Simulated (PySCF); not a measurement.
Te(GeH3)(OSiH3) (GeH6OSiTe), SMILES [SiH3]O[Te][GeH3]. Geometry: PBE-D3(BJ)/def2-SVP. The def2 effective core potentials stand for the cores of Te; spin–orbit coupling is left out. Other conformers were not sampled.

Computed equilibrium geometry at PBE-D3(BJ)/def2-SVP (PySCF confirms it by a frequency run) as bond lengths and angles (one conformer of several):
Atoms: Te1 Ge2 H3 H4 H5 O6 Si7 H8 H9 H10. Bond lengths (Å): Te1–Ge2 2.589, Te1–O6 2.050, Ge2–H3 1.552, Ge2–H4 1.549, Ge2–H5 1.549, O6–Si7 1.693, Si7–H8 1.507, Si7–H9 1.503, Si7–H10 1.508. Angles (°): Ge2–Te1–O6 93.0, Te1–Ge2–H3 106.2, Te1–Ge2–H4 110.0, Te1–Ge2–H5 109.3, H3–Ge2–H4 110.5, H3–Ge2–H5 110.6, H4–Ge2–H5 110.2, Te1–O6–Si7 117.6, O6–Si7–H8 112.1, O6–Si7–H9 105.2, O6–Si7–H10 111.8, H8–Si7–H9 109.7, H8–Si7–H10 108.4, H9–Si7–H10 109.7.
